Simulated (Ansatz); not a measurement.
**Question.** Predict a relaxed structure of [Ag(NH3)2]+ (AgN₂H₆⁺), charge 1, singlet, at PBE-D4/def2-TZVP (Ansatz).

**Answer.** 
```xyz
9

Ag   -0.0002   -0.0001   -0.0001
N    -0.4023    1.2325   -1.6806
H    -0.9455    2.0614   -1.4214
H    -0.9369    0.7332   -2.3977
H     0.4606    1.5631   -2.1228
N     0.4021   -1.2325    1.6806
H     0.9911   -0.7541    2.3688
H     0.8895   -2.0925    1.4117
H    -0.4585   -1.5110    2.1614
```
The metal has 2 neighbours: N 2.12 Å, N 2.12 Å. This is one stationary point.

In the def2 sets Ag takes a core potential; there is no spin–orbit coupling. The relaxation made no stability test and no search for a lower SCF solution.
